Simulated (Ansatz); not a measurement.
System: WH$_{6}$ (charge 0, singlet). 
Coordinates optimised at B3LYP-D3(BJ)/def2-TZVP (Ansatz, a quantum-chemistry and plane-wave program):
```xyz
7

W      0.0303    -0.0122    -0.0074
H     -1.1267     0.0336     1.1930
H     -0.8271     1.4080     0.1646
H     -0.2194    -0.9924    -1.3903
H     -1.5654    -0.0272    -0.4923
H      0.5029    -0.8924     1.3844
H      0.9962     1.3705    -0.3088
```

Wanted: vertical triplet-singlet gap (E(triplet) - E(singlet); each state is the SCF solution reached for its spin; the molecule has degenerate orbitals, so one determinant may break the symmetry; for the triplet the Hartree-Fock reference is unstable and T1 is 0.041; for the singlet T1 is 0.034), in kcal/mol. Correlated levels leave the core frozen unless marked. Open shells are spin-unrestricted. No spin-orbit coupling. The frozen core is the preceding noble-gas configuration, with the filled d and f shells of earlier blocks. In def2 rows, elements after Kr have scalar-relativistic effective core potentials. 

| level | program | vertical triplet-singlet gap (kcal/mol) |
|---|---|---|
| HF/def2-QZVPPD | Ansatz | 76.6 |
| SVWN5/def2-TZVPD | Ansatz | 84.9 |
| B3LYP/def2-TZVPD | Ansatz | 87.3 |
| wB97M-V/def2-TZVPD | Ansatz | 86.5 |
| CCSD/def2-SVPD | Ansatz | 91.1 |
| CCSD(T)/def2-TZVPPD | Ansatz | 89.6 |
